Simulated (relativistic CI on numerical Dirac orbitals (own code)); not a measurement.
# Mo⁴⁺: M2,3 absorption edge

Computed with this model: Dirac-Coulomb-Breit CI, orbitals from a KLI potential per configuration, QED by a radiative potential, valence Slater integrals scaled by 0.9, multiplet model of core-to-valence dipole absorption; configurations [Kr] 4d2 → [Ne] 3s2 3p5 3d10 4s2 4p6 4d3; 80 K; Lorentzian 2 eV and Gaussian 0.4 eV FWHM. Energies are those of the free ion, without screening or charge transfer. The branching ratio is the share of the lower-energy edge in the whole absorption, uncertain by about 0.02 where the edges overlap. S is read from ⟨S²⟩ = S(S + 1).

Field parameters in Wybourne normalisation: D4h B²₀ = −7Ds, B⁴₀ = 21(Dq − Dt), B⁴₄ = 21√(5/14) Dq. The field is a parameter set, without covalency.

Computed curve for D4h, 10Dq = 22000, Ds = 430, Dt = 750 cm⁻¹, scaled to 100 at the maximum (points under 2 are left out and the grid is thinned):

```csv
Energy (eV),Intensity
393.00,2.0
393.75,2.4
394.75,3.1
395.50,3.9
396.50,5.4
397.25,7.2
398.25,11.9
399.00,19.4
400.00,40.1
400.75,56.5
401.75,92.2
402.50,97.4
403.50,84.8
404.25,64.6
405.25,35.4
406.00,22.6
407.00,12.6
407.75,8.8
408.75,6.1
409.50,5.0
410.50,4.0
411.25,3.4
412.25,3.0
413.00,2.9
414.00,3.0
414.75,3.4
415.75,4.7
416.50,6.9
417.50,13.4
418.25,17.0
419.25,25.2
420.00,31.6
421.00,29.4
421.75,23.9
422.75,15.0
423.50,9.6
424.50,5.1
425.25,3.5
426.25,2.4
427.00,2.0
```

The ground state has S = 1.00, and the centroid lies at 407.01 eV.
